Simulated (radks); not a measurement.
Results of a calculation; reference values are marked as such.
Problem. Species: Cd27.25+. Configuration: [Ar] 3d(3/2: 2.75, 5/2: 0) (fractional occupations, a model configuration). Code: a radial shooting solver on a logarithmic mesh with Libxc functionals. Model: Dirac Kohn-Sham, PBE, spin-unpolarised, spherical densities, finite nucleus; Fermi nuclear charge, rms radius 4.6087 fm. Some entries of the table are withheld. Estimate them.

orbital,occ.,eigenvalue (eV),<r> (bohr),<1/r> (bohr^-1)
1s1/2,2,-27725.67,0.03040,50.64
2s1/2,2,-5131.728,0.1304,11.77
2p1/2,2,(1),(2),11.73
2p3/2,4,(3),(4),10.99
3s1/2,2,(5),0.3326,4.478
3p1/2,2,-1660.197,0.3198,(6)
3p3/2,4,-1617.887,0.3283,(7)
3d3/2,2.75,-1457.607,(8),4.099
3d5/2,0,-1448.172,(9),4.053

Solution. 
(1) 2p1/2 eigenvalue (eV): -4868.372
(2) 2p1/2 <r> (bohr): 0.1105
(3) 2p3/2 eigenvalue (eV): -4673.893
(4) 2p3/2 <r> (bohr): 0.1155
(5) 3s1/2 eigenvalue (eV): -1759.982
(6) 3p1/2 <1/r> (bohr^-1): 4.407
(7) 3p3/2 <1/r> (bohr^-1): 4.226
(8) 3d3/2 <r> (bohr): 0.2911
(9) 3d5/2 <r> (bohr): 0.2937
